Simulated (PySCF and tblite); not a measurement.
Values are calculated unless marked as measured or tabulated.
4 diastereomers of C₆H₉F₃, numbered alike:

```
isomer                                                             SMILES  descriptors (one enantiomer)
     A   [F:1][C@H:2]1[CH2:3][CH2:4][C@@H:5]([F:6])[C@H:7]([F:8])[CH2:9]1                    2S, 5R, 7R
     B    [F:1][C@H:2]1[CH2:3][CH2:4][C@H:5]([F:6])[C@H:7]([F:8])[CH2:9]1                    2S, 5S, 7R
     C   [F:1][C@@H:2]1[CH2:3][CH2:4][C@H:5]([F:6])[C@H:7]([F:8])[CH2:9]1                    2R, 5S, 7R
     D  [F:1][C@@H:2]1[CH2:3][CH2:4][C@@H:5]([F:6])[C@H:7]([F:8])[CH2:9]1                    2R, 5R, 7R
```

Protocol: conformer search, at most 3 conformers an isomer, GFN2-xTB geometries, energies PBE0/pcSseg-1 (D3(BJ) added where defined), GIAO shieldings PBE0/pcSseg-1, weights at 298.15 K with GFN2-xTB thermal terms. Programs: PySCF with density fitting and tblite.

(1) What shifts does each isomer give (ppm; of two unlike H on one atom, a is the less shielded)?

(2) Which carbons tell the isomers apart best?

Unscaled ¹⁹F shifts at such levels can be off by tens of ppm; differences between conformers or isomers are more reliable. Shifts are unscaled: against experiment ¹³C can be off by 15 ppm or more and ¹H by 0.8 ppm. The cap on conformers cut off some of the population, so the set may be incomplete.

Results:

(1) 
A: ¹H (against TMS): 5.14 (H7, 1H), 4.96 (H2, 1H), 4.81 (H5, 1H), 2.26 (H9a, 1H), 2.15 (H4a, 1H), 2.11 (H9b, 1H), 1.99 (H3a, 1H), 1.83 (H4b, 1H), 1.82 (H3b, 1H). ¹³C (against TMS): 93.1 (C7), 91.2 (C5), 90.6 (C2), 38.4 (C9), 30.9 (C3), 28.6 (C4). ¹⁹F (against CFCl3): -211.5 (F1), -222.2 (F8), -222.7 (F6).

B: ¹H (against TMS): 5.22 (H5, 1H), 5.18 (H2, 1H), 4.97 (H7, 1H), 2.39 (H9a, 1H), 2.24 (H9b, 1H), 2.06 (H4a, 1H), 1.85 (H3a, 1H), 1.83 (H4b, 1H), 1.82 (H3b, 1H). ¹³C (against TMS): 92.6 (C5), 92.0 (C7), 91.9 (C2), 35.8 (C9), 28.4 (C3), 28.2 (C4). ¹⁹F (against CFCl3): -219.8 (F1), -220.6 (F8), -238.0 (F6).

C: ¹H (against TMS): 5.01 (H5, 1H), 4.60 (H2, 1H), 4.50 (H7, 1H), 2.50 (H9a, 1H), 2.35 (H9b, 1H), 2.24 (H4a, 1H), 2.06 (H3a, 1H), 1.84 (H3b, 1H), 1.16 (H4b, 1H). ¹³C (against TMS): 93.3 (C7), 91.7 (C2), 91.4 (C5), 37.7 (C9), 30.3 (C3), 27.8 (C4). ¹⁹F (against CFCl3): -205.6 (F1), -216.9 (F8), -230.0 (F6).

D: ¹H (against TMS): 4.99 (H5, 1H), 4.97 (H2, 1H), 4.94 (H7, 1H), 2.39 (H9a, 1H), 2.35 (H4a, 1H), 1.90 (H3a, 1H), 1.90 (H3b, 1H), 1.85 (H9b, 1H), 1.80 (H4b, 1H). ¹³C (against TMS): 91.6 (C5), 90.2 (C7), 89.4 (C2), 36.5 (C9), 28.7 (C3), 24.7 (C4). ¹⁹F (against CFCl3): -213.1 (F1), -216.6 (F8), -228.9 (F6).

(2) C4: 28.6 in A, 28.2 in B, 27.8 in C, 24.7 in D; C7: 93.1 in A, 92.0 in B, 93.3 in C, 90.2 in D; C9: 38.4 in A, 35.8 in B, 37.7 in C, 36.5 in D ppm.
